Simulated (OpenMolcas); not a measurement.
Cr2+ among 6 point charges of -2 e arranged as a tetragonal octahedron (D4h), 2.12 Å from the ion, with the axial distance 2.608 Å.
```
   2.1200    0.0000    0.0000  -2.00
   0.0000    2.1200    0.0000  -2.00
  -2.1200    0.0000    0.0000  -2.00
   0.0000   -2.1200    0.0000  -2.00
   0.0000    0.0000    2.6076  -2.00
   0.0000    0.0000   -2.6076  -2.00
```

```yaml
Program: OpenMolcas 26.06
Method: "SS-CASPT2, IPEA 0.25 Eh, imaginary shift 0.1 Eh (closed shells correlated: 3s 3p)"
Basis: ANO-RCC-VDZP [5s4p2d1f]
Scalar_Hamiltonian: DKH2, point nucleus
Active_space: 4 electrons in 5 orbitals (3d)
State_averaging: 2S+1 = 5 even, 5 roots; 2S+1 = 3 even, 45 roots; 2S+1 = 1 even, 50 roots
Spin-orbit_coupling: state interaction with AMFI integrals over the reference wave functions
```

(1) What is the spin-free ground state (labels of D4, the rotations of D4h)?

(2) Where is the first state of the same spin?

(3) What are the lowest two levels with spin-orbit coupling?

(4) What is χT at 300 K, and how does it compare with the textbook value?

Answers

(1) 5B1, 1-fold in its orbital part, 100 % from free-ion D terms; it has the highest spin that d4 allows.

(2) 5B2 at 6310 cm-1 above the ground state.

(3) A 2-fold level with g = 0.00, 0.00, 7.67, then a 2-fold level E 10 cm-1 above it. Their leading multiplicities are 5 (100 %) and 5 (100 %).

(4) The lowest level has 2S+1 = 5, for which the spin-only value is χT = S(S+1) / 2 = 3.000 cm3 K/mol (g = 2). The computed 2.940 at 300 K differs by -0.060, through orbital momentum, spin-orbit coupling and any other state in reach.

Free-ion shares, where given, are those of the reference states; single-state CASPT2 does not remix them. Point charges carry no covalency, so the field is a model and not that of real ligands. No measured value stands beside these numbers.

With an even number of electrons the g values are those of a degenerate or nearly degenerate non-Kramers pair.
